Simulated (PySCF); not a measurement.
Molecule: `C(=O)C1CCCCC1`, C₇H₁₂O.

Mapped SMILES: `[O:1]=[CH:2][CH:3]1[CH2:4][CH2:5][CH2:6][CH2:7][CH2:8]1`; H(Xn) means a hydrogen on atom n. Ha(C4), Ha(C5), Ha(C6), Ha(C7), Ha(C8) are cis to C2 on the ring; Hb(C4), Hb(C5), Hb(C6), Hb(C7), Hb(C8) are trans to C2 on the ring.

Geometry PBE0-D3(BJ)/def2-SVP throughout; GIAO in PySCF 2.14.0 with density-fitted response routines, gas phase, one conformer, non-relativistic; equivalent atoms averaged; basis pcSseg-1.

Problem. How do the shifts δ (against TMS at the same level) depend on the functional? (a selection of nuclei; ppm; last column core-seconds on shared hosts with different chips, so compare them loosely; the GGAs took longer than the global hybrids here, which isn't the general rule, and the cause wasn't traced)

Solution. 
| functional | kind | C2 | C3 | C6 | C4/C8 | C5/C7 | Ha(C6) | Hb(C5)/Hb(C7) | Hb(C4)/Hb(C8) | Hb(C6) | core-s |
| --- | --- | --- | --- | --- | --- | --- | --- | --- | --- | --- | --- |
| HF | Hartree–Fock | 206.5 | 42.1 | 24.8 | 23.1 | 21.5 | 1.36 | 1.26 | 1.15 | 0.93 | 15 |
| PBE | GGA | 207.4 | 53.7 | 30.5 | 28.6 | 27.3 | 1.62 | 1.44 | 1.38 | 1.19 | 42 |
| BLYP | GGA | 207.6 | 55.0 | 32.1 | 30.0 | 28.7 | 1.63 | 1.45 | 1.38 | 1.20 | 53 |
| BP86 | GGA | 207.2 | 53.7 | 30.3 | 28.5 | 27.2 | 1.61 | 1.44 | 1.38 | 1.18 | 53 |
| OPBE | GGA | 198.5 | 49.7 | 28.4 | 26.8 | 25.5 | 1.55 | 1.38 | 1.37 | 1.19 | 43 |
| B3LYP | global hybrid | 209.4 | 52.1 | 30.0 | 28.1 | 26.6 | 1.55 | 1.39 | 1.32 | 1.13 | 35 |
| PBE0 | global hybrid | 209.0 | 50.2 | 28.2 | 26.5 | 25.0 | 1.52 | 1.37 | 1.30 | 1.10 | 25 |
| mPW1PW91 | global hybrid | 208.8 | 50.0 | 28.2 | 26.4 | 25.0 | 1.50 | 1.36 | 1.30 | 1.09 | 34 |
| B97-2 | global hybrid | 204.4 | 49.5 | 28.5 | 26.8 | 25.4 | 1.52 | 1.37 | 1.31 | 1.11 | 33 |

Problem. Which nucleus among those listed moves most, in ppm?

Solution. C3 (sp3 CH α to a carbonyl): from 42.1 ppm with HF to 55.0 ppm with BLYP. The smallest spread is 0.19 ppm, at Hb(C5)/Hb(C7). Proton shifts span only some 12 ppm, so a few tenths of a ppm matter as much there as several ppm in carbon.
